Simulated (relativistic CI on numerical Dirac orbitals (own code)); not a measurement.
## Radial parameters of Dy IX

Method of calculation: Dirac-Coulomb-Breit CI, separate exchange-only KLI orbitals for each configuration, model QED (radiative potential, 1s self-energy scaled to tabulated hydrogen-like ionisation energies), unscaled Slater integrals (own radial code, finite nucleus).

Slater integrals F^k, G^k are unscaled and averaged over j, outside the closed core [Kr] 4d10; ζ comes from projecting the Hamiltonian with its Breit term on Σ l·s of the shell.

- 4f⁸5s²5p²: F^2(4f,4f) = 136100, F^4(4f,4f) = 86054, F^6(4f,4f) = 62100, ζ(4f) = 2035.1, F^2(5p,5p) = 81683, F^2(4f,5p) = 63068, G^2(4f,5p) = 28895, G^4(4f,5p) = 23573, ζ(5p) = 36173 cm⁻¹; <r>(4f) = 0.7191, <r^2>(4f) = 0.632, <r>(5p) = 1.316, <r^2>(5p) = 1.934 (bohr units).
- 4f¹⁰5s5p: F^2(4f,4f) = 128410, F^4(4f,4f) = 80847, F^6(4f,4f) = 58239, ζ(4f) = 1807.3, G^3(4f,5s) = 35075, F^2(4f,5p) = 63020, G^2(4f,5p) = 30831, G^4(4f,5p) = 24723, G^1(5s,5p) = 104980, ζ(5p) = 33531 cm⁻¹; <r>(4f) = 0.7545, <r^2>(4f) = 0.7019, <r>(5s) = 1.204, <r^2>(5s) = 1.618, <r>(5p) = 1.338, <r^2>(5p) = 2 (bohr units).

Averages of the first 2 configurations, taken without configuration mixing, which lowers the lowest level and can move excited configurations by several eV; other configurations of the list can lie among them:

```
Configuration  Parity  States  Average energy above the lowest level (eV)
    4f⁸5s²5p²    even   45045                                        21.9
     4f¹⁰5s5p     odd   12012                                        70.5
```
